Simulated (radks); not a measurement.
The nuclear charge of the zinc ion Zn2+ is varied continuously with 28 electrons held in [Ar] 3d10. Calculated with a radial shooting solver on a logarithmic mesh with Libxc functionals: scalar-relativistic Kohn-Sham, PBE, spin-polarised, spherical densities, point nucleus. By the Hellmann-Feynman theorem dE/dZ = E(electron-nucleus)/Z, the electronic potential at the nucleus. The scalar-relativistic energy here is not variational (the density holds large components alone), so the two differ by a part that grows with Z.

Z,E (hartree),E(electron-nucleus)/Z (hartree),HOMO,e(HOMO) (eV),<r> HOMO (bohr)
29.5,-1723.96216,-140.280,3d,-21.657,0.9403
29.75,-1759.26981,-141.877,3d,-26.113,0.9088
30,-1794.97762,-143.472,3d,-30.856,0.8803
30.25,-1831.08516,-145.066,3d,-35.873,0.8542
30.5,-1867.59209,-146.658,3d,-41.156,0.8302
30.75,-1904.49814,-148.249,3d,-46.695,0.8080
31,-1941.80313,-149.839,3d,-52.485,0.7873

The central difference of E at Z = 30 is -143.631 hartree, to compare with the third column; the second derivative is -6.4 hartree.
